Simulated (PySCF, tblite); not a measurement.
Calculations on `CC(=O)N[SiH2][NH][GeH3]`, in the order of a workflow; each names the level of the geometry that it ran on. Settings lines and outputs come from a driver script.

Compound: C2H10GeN2OSi.
Numbering: `[CH3:1][C:2](=[O:3])[NH:4][SiH2:5][NH:6][GeH3:7]` (hydrogens: H8, H9, H10 on C1; H11 on N4; H12, H13 on Si5; H14 on N6; H15, H16, H17 on Ge7)

Step 1: GFN2-xTB geometry optimisation, gas phase (tblite 0.8.0) (from a force-field or distance-geometry start)
```json
{"job": {"kind": "relax", "xc": "GFN2-xTB", "basis": "xTB"}, "charge": 0, "multiplicity": 1}
```
```
step      E/eV     max force
  0    -625.37219    2.854
  1    -625.54733    2.981
  2    -625.69382    0.935
...
265    -626.44005    0.014
266    -626.44008    0.017
267    -626.44011    0.017
268    -626.44013    0.011
269    -626.44014    0.008
```

Energy lowered by 24.6 kcal/mol over 269 steps; largest atomic force 0.008 eV/Å at the end. «max force» is the largest atomic force in eV/Å.

Time: 1.6 s wall. Hardware: Arm Neoverse V2, one thread, on a shared host.

Step 2: GFN2-xTB harmonic vibrations, gas phase (tblite 0.8.0) (on the GFN2-xTB geometry)
```json
{"job": {"kind": "ir", "xc": "GFN2-xTB", "basis": "xTB"}, "charge": 0, "multiplicity": 1}
```
```
(table of modes left out)
```

45 modes from 35 to 3476 cm⁻¹ (unscaled, harmonic); zero-point energy 73.3 kcal/mol; all wavenumbers are real at this level.

Hardware: Arm Neoverse V2, one thread, on a shared host. Cost: 0.5 s wall.

Step 3: TDDFT PBE0/def2-SVPD, vertical, gas phase, core orbitals frozen in the response (PySCF 2.14.0, density-fitted response routines) (on the GFN2-xTB geometry)
```json
{"job": {"kind": "uv", "xc": "PBE0", "basis": "def2-SVPD", "nstates": 8, "ntriplets": 3}, "charge": 0, "multiplicity": 1}
```
```
...
Static polarisability (au): isotropic 97.165, principal 79.710 101.864 109.920
Singlet excitations
state   eV       nm        f      main configurations
  1   5.7316    216.3   0.00233   H-1->L 0.63, H->L 0.11, H-1->L+2 0.08
  2   5.9168    209.5   0.00579   H->L 0.80
  3   6.3064    196.6   0.00556   H->L+1 0.80, H->L+2 0.09
  4   6.4717    191.6   0.00901   H->L+2 0.80, H->L+1 0.10
  5   6.7716    183.1   0.03310   H-2->L 0.54, H-1->L+1 0.18, H-1->L 0.13
  6   6.8899    180.0   0.04394   H-1->L+1 0.74, H-2->L 0.09
  7   7.0146    176.8   0.00623   H-2->L+1 0.84
  8   7.1026    174.6   0.02199   H->L+3 0.79, H->L+5 0.09
Triplet excitations (Tamm-Dancoff, eV): 5.2864 5.4715 5.6818
```

HOMO -7.14 eV, LUMO -0.03 eV; lowest singlet 5.73 eV; lowest triplet 5.29 eV (Tamm–Dancoff); mean polarisability 97.2 au.

Hardware: one thread of an Arm Neoverse V2, shared host. Cost: 53 s wall (with the writing of density and orbital grids), 1.0 GiB resident at most.

Geometry of the electronic-property runs (GFN2-xTB):
```
atom  x, y, z in Å
C1     2.405   -1.252   -0.276
C2     1.142   -0.507    0.096
O3     0.237   -1.041    0.714
N4     1.080    0.775   -0.294
Si5   -0.320    1.791    0.047
N6    -1.747    0.911   -0.277
Ge7   -2.290   -0.725    0.404
H8     2.522   -1.264   -1.358
H9     2.347   -2.273    0.091
H10    3.271   -0.760    0.162
H11    1.865    1.128   -0.815
H12   -0.201    2.874   -0.930
H13   -0.141    2.232    1.435
H14   -2.520    1.467   -0.607
H15   -2.044   -0.869    1.863
H16   -3.796   -0.628    0.198
H17   -1.817   -1.847   -0.456
```

 (This holds for the electronic-property runs.)

One conformer stands for the species.
